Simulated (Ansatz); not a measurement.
`C=C[SiH2]O` + `O[SiH2]F` → `C=C[SiH2]O[SiH2]F` + H₂O  (ligand exchange at the Si–O bond)

Gas-phase electronic energies from Ansatz, PBE0-D4/def2-TZVP geometries. CBS: MP2 limit from def2 TZ/QZ plus the TZ coupled-cluster correction, frozen cores. This one scheme is used for every species. Functionals use def2-TZVPP. One conformer a species, not always the lowest.

```
             level  ΔE (kJ/mol)
           BLYP-D4        -19.6
              BLYP        -11.2
           LC-ωPBE        -14.7
CCSD(T)/def2-TZVPP        -20.2
```

Problem. What does CCSD(T)/CBS give? (Best estimate.)

Solution. Computed: -23.0 kJ/mol. The listed levels differ from it by 3.4, 11.8, 8.3, 2.8 kJ/mol.

Largest T1 diagnostic among the species: 0.012.

From BLYP to BHLYP (50 % exact exchange), in def2-TZVPP and without D4, ΔE moves by −6.6 kJ/mol. The D4 term adds −7.3 kJ/mol with B3LYP and −4.5 kJ/mol with PBE0; it sums over pairs of atoms, weighted by their polarisabilities, and B3LYP, whose exchange is more repulsive, gets the larger term. Leaving LDA and LC-ωPBE aside and taking each functional with its dispersion term where it has one, the values, not all of them listed here, spread over 10.0 kJ/mol, from BHLYP-D4 to PBE-D4.

B3LYP here is the variant with VWN-RPA as its local correlation; programs differ in this.
